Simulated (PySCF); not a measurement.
Rows and methods have been separated. Pair them.

Species: CH5B2ClS2.
Atom-mapped SMILES: `[BH2:1][S:2][B:3]([Cl:4])[S:5][CH3:6]` (hydrogens: H7, H8 on B1; H9, H10, H11 on C6)

The closed-shell ground state was solved 4 times with PySCF (density fitting, gas phase), always with PBE0, in these basis sets: STO-3G, aug-cc-pVDZ, def2-SVP and pcSseg-0. One conformer (not necessarily the lowest) at the PBE0-D3(BJ)/def2-SVP geometry, without solvent, vibrations or thermal averaging.

```tsv
row	total energy (Eh)	HOMO (eV)	LUMO (eV)	dipole (D)
P	-1346.4969	-7.61	-1.90	1.82
Q	-1345.2882	-8.05	-2.23	1.89
R	-1346.9772	-7.68	-2.05	2.00
S	-1332.1235	-5.07	1.27	3.03
```

Problem. Which basis belongs to which row?

Solution. P = def2-SVP, Q = pcSseg-0, R = aug-cc-pVDZ, S = STO-3G. From the lowest total energy up: aug-cc-pVDZ (195 functions) 0 eV; def2-SVP (121 functions) +13.07 eV; pcSseg-0 (76 functions) +45.96 eV; STO-3G (47 functions) +404.19 eV.

Conformer computed: `[BH2:1][S:2][B:3]([Cl:4])[S:5][CH3:6]`: B1–S2–B3–Cl4 1°, S2–B3–S5–C6 0°.
